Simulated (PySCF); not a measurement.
Structure with atom numbers: `[CH:1]#[C:2][Si@H:3]([SiH3:4])[O:5][SiH2:6][NH2:7]` (H(Xn): hydrogen on atom n). Ha(Si6) is pro-R; Hb(Si6) is pro-S.

- NMR shieldings at PBE0/pcSseg-1/GIAO
- geometry: GFN2-xTB
- program: PySCF
- single conformer, one averaged value for each set of equivalent atoms, non-relativistic, in vacuum

Problem. Predict the 2D correlation tables (HSQC, COSY, HMBC).

Solution. 

HSQC (one-bond C–H):
```
          δH          δC
2.22 (H(C1))  104.6 (C1)
```

COSY cross peaks (H two or three bonds apart, from the bond graph; peaks can be absent where the dihedral angle is near 90°):
```
            δH              δH
 5.81 (H(Si3))   3.45 (H(Si4))
5.50 (Ha(Si6))  5.13 (Hb(Si6))
```

HMBC (two and three bonds, from the bond graph):
```
           δH                     δC
5.81 (H(Si3))  104.6 (C1), 92.4 (C2)
3.45 (H(Si4))              92.4 (C2)
 2.22 (H(C1))              92.4 (C2)
```

Referencing at the same level of theory: TMS for 1H (σ = 31.72 ppm), 13C (σ = 186.93 ppm).

Exchangeable OH/NH protons stand at their gas-phase positions; hydrogen bonding in a real sample shifts them, mostly to higher δ. Shifts are as computed. Against solution values, carbons near 30 ppm lie about +3 ppm off and those near 130 ppm about +5 ppm. Of 1211 compounds with measured shifts, 218 miss one by over three times the rms of a fit or turn the order of signals round; such compounds aren't used in these exercises.
